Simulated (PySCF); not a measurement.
**Bonds of Sn to Cl, Br, O**

CCSD(T) in PySCF with def2-TZVPP on every atom (core potentials on Sn), for the lowest determinant that a PBE0 search found; no spin–orbit coupling. D0 is De less the harmonic zero-point energy.

```tsv
X	state of SnX	D0(SnX) (eV)	D0(X₂) (eV)
Cl	doublet (π ↑)	3.72	2.27
Br	doublet (π ↑)	3.36	2.03
O	singlet (closed shell)	5.44	4.84
```

Q: Give the energy of Sn + X₂ → SnX + X at 0 K for each X.

A: Cl: 2.27 − 3.72 = -1.45 eV; Br: 2.03 − 3.36 = -1.33 eV; O: 4.84 − 5.44 = -0.60 eV (CCSD(T)/def2-TZVPP; negative means exothermic).

Q: Does an atom of O displace Cl from SnCl?

A: SnCl + O → SnO + Cl has ΔE = 3.72 − 5.44 = -1.72 eV at CCSD(T)/def2-TZVPP, so it is downhill.

Gas-phase diatomics only hint at surface chemistry, where an atom holds several bonds.

Correlated steps freeze the inner cores (2 to 18 orbitals); shallow outer-core shells are correlated. These are scalar-relativistic numbers at best; spin–orbit coupling would shift them, the dissociation energy most. Where the molecule has an RHF reference, its open-shell atoms are computed with UHF. The CCSD T1 diagnostic is raised in SnO, a sign that a single reference may not be enough there. States were picked by a PBE0 search and need not be the measured ground states.
